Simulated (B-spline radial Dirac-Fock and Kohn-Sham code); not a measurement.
## Atomic SCF run for Cr

ΔSCF core binding energies without Breit or QED terms, calculated with a radial finite-basis atomic code. Keys: rel is the Hamiltonian (dirac, or spin-free x2c and nr, where L3 and M5 stand for the whole 2p and 3d shells), method is hf or an exchange,correlation pair (spin-unpolarised, also for the hole states), nuc the nuclear model, radius_factor scales its radius, rmax is the box in bohr, h the logarithmic mesh step, order the B-spline order, points the quadrature points per cell, c_factor scales the speed of light, and damp, ndamp, maxit and tol steer the iteration. The run stops when the commutator error falls below 10·tol·max(1, Z/10), or the numerical noise floor, and the energy has settled to about 1e-8 Ha; the virial ratio is −V/T.

Input (task.json):

```json
{"items": [{"Z": 24, "q": 0, "cfg": [[1, 0, 2], [2, 0, 2], [2, 1, 6], [3, 0, 2], [3, 1, 6], [3, 2, 5], [4, 0, 1]], "A": 52, "rrms": 3.6452, "do": "settings", "holes": ["K", "L3", "M5"],
  "settings": [{"rel": "dirac", "method": "hf", "nuc": "fermi", "radius_factor": 1.0, "rmax": 45.0, "h": 0.3, "order": 8, "points": 10, "c_factor": 1.0, "maxit": 60, "damp": 0.0, "ndamp": 3, "tol": 1e-08}]}]}
```

Command: `python xray2_run.py task.json out`

Ground-state iterations:

```
iter   energy (Ha)        error
   1    -1040.81271088  8.71e-01
   2    -1044.82924264  5.43e-01
   3    -1038.99614440  5.40e-01
   4    -1044.44870008  5.76e-01
   5    -1038.73738586  5.55e-01
   6    -1049.18471183  9.51e-02
   7    -1049.55758181  4.62e-02
   8    -1049.59033938  1.25e-02
   9    -1049.59604082  1.74e-03
  10    -1049.59609732  4.08e-04
  11    -1049.59610163  4.41e-05
  12    -1049.59610167  2.63e-06
  13    -1049.59610167  3.20e-07
  14    -1049.59610167  1.39e-08
```

The ground state converged in 14 iterations, with total energy -1049.59610 Ha, virial ratio 1.98767 and highest orbital energy -5.74 eV. ΔSCF binding energies: K (1s) 6004.0 eV, L3 (2p3/2) 581.8 eV. Holes are computed only in closed shells, and unreliable hole states are left out.
